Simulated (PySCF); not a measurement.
A structure optimised at PBE-D3(BJ)/def2-SVP, used in a PySCF frequency run:

```
C
C 1 1.3505
H 2 1.1001 1 120.47
H 2 1.1005 3 117.95 1 180.00
H 1 1.1038 2 120.73 3 0.00
C 1 1.4303 5 115.73 2 180.00
N 6 1.1746 5 151.41 1 180.00
```

Problem. Write its SMILES, formula and point group.

Solution. C=CC#N, C3H3N, Cs

Problem. What are its rotational constants (standard atomic weights)?

Solution. 50.147, 4.8580, 4.4290 GHz
